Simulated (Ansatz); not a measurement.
Problem. Name a neutral molecule of Cl, Ge, S and H with HOMO energy (ωB97M-V/def2-TZVPP) between -10.40 and -10.10 eV and LUMO energy (PBE0/def2-TZVPP) between -2.05 and -1.75 eV (Ansatz, PBE0-D4/def2-TZVP geometry).

Solution. `[SH][Ge]([SH])([Cl])[Cl]` (-10.38 eV, -1.81 eV). Other molecules can fit too; these were computed, each in one conformer that needn't be the lowest.
